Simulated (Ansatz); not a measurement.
A structure relaxed at r2SCAN-D4/def2-SVP in Ansatz, charge 1, doublet:

```xyz
8

Ag   -0.938    3.576   -0.952
Ag    1.832   -1.590    1.201
Ag   -0.510    0.927   -0.393
Ag   -0.493   -1.763   -0.057
H     0.639   -2.891    0.702
H    -1.510   -0.542   -0.764
H     0.790   -0.240    0.463
H     0.191    2.522   -0.201
```

(1) Give its formula and point group.

(2) Summarise the bond lengths by kind (pairs closer than 1.2 times the sum of covalent radii, bridged metal pairs left out).

Results:

(1) the cluster Ag4H4⁺. Point group Cs (tolerance 0.1 Å).

(2) 9 × Ag–H 1.72 to 2.06 Å.

In the def2 sets Ag takes a core potential; there is no spin–orbit coupling. Another isomer (doublet) lies 0.24 eV lower at PBE0-D4/def2-TZVP; other spin states weren't run for this one.
